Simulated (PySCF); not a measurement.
**NMR problem set**

All values are calculated (PySCF 2.14.0 with density-fitted response routines): geometry: GFN2-xTB, shieldings: GIAO PBE0/pcSseg-1. No solvent model, non-relativistic Hamiltonian, averaged over atoms made equivalent by symmetry, fast rotation or ring inversion, one conformer.

δ = σ(ref) − σ, references computed at the same level: 1H, 13C vs TMS. Splittings of carbon signals by F and P are missing where no couplings were computed. Where no couplings were computed, multiplicities follow the n + 1 count of equivalent neighbours, and m marks all less simple cases (inequivalent or close neighbours, rings, F or P nearby). Shifts are as computed. Against solution values, carbons near 30 ppm lie about +3 ppm off and those near 130 ppm about +5 ppm. Of 1211 compounds with measured shifts, 218 miss one by over three times the rms of a fit or turn the order of signals round; such compounds aren't used in these exercises.

(1) C8H8FP. 1H NMR (500 MHz, computed): δ 7.62 (m, 1H), 7.53 (m, 1H), 7.38 (m, 1H), 7.20 (m, 1H), 6.39 (m, 1H), 5.93 (m, 1H), 5.81 (m, 1H), 4.80 (m, 1H). 13C{1H} NMR (computed): δ 172.7 (C), 147.3 (C), 146.8 (CH), 135.6 (CH), 131.9 (CH), 128.2 (CH2), 124.1 (CH), 119.8 (CH). What is it?

(2) C9H14. 1H NMR (300 MHz, computed): δ 2.22 (m, 1H), 1.75 (m, 2H), 1.62 (m, 2H), 1.13 (m, 2H), 0.88 (m, 1H), 0.70 (m, 2H), 0.38 (m, 2H), 0.15 (m, 2H). 13C{1H} NMR (computed): δ 53.9 (C), 40.1 (CH2), 36.9 (CH), 34.9 (CH2), 32.0 (CH2), 16.6 (CH), 3.4 (CH2). Give a structure.

Results:

(1) `C=CPc1cccc(F)c1`. 8 carbon signals for 8 carbons: no two carbons are equivalent. Carbon types of the structure: 2 × C, 5 × CH, 1 × CH2, leaving 1 H on heteroatoms. δC 172.7: aromatic carbon bearing fluorine; an ipso carbon deshielded by its heteroatom. δC 146.8: alkene CH; an sp2 carbon of a C=C bond. δC 135.6, 131.9, 124.1, 119.8: aromatic CH. δC 128.2: terminal =CH2 carbon; as expected for a trigonal carbon in a double bond.

The data come from this structure; uniqueness wasn't tested.

(2) `C1CC1[C@]12CC[C@H](C1)C2`. Rings plus π bonds: 3 (3 rings in the answer). 7 carbon signals for 9 carbons: some carbons are equivalent by symmetry or fast rotation. Carbon types of the structure: 1 × C, 2 × CH, 6 × CH2, which accounts for all hydrogens. δC 40.1, 34.9, 32.0: sp3 CH2 in a ring; saturated and bonded to C and H only. δC 36.9: sp3 CH in a ring; aliphatic region, no heteroatom directly attached. δC 16.6, 3.4: three-membered-ring carbon; carbons of three-membered rings are unusually shielded. δH 0.88, 0.38, 0.15: hydrogen on a three-membered-ring carbon; cyclopropane-type protons are shielded by the ring.

The data come from this structure; uniqueness wasn't tested.
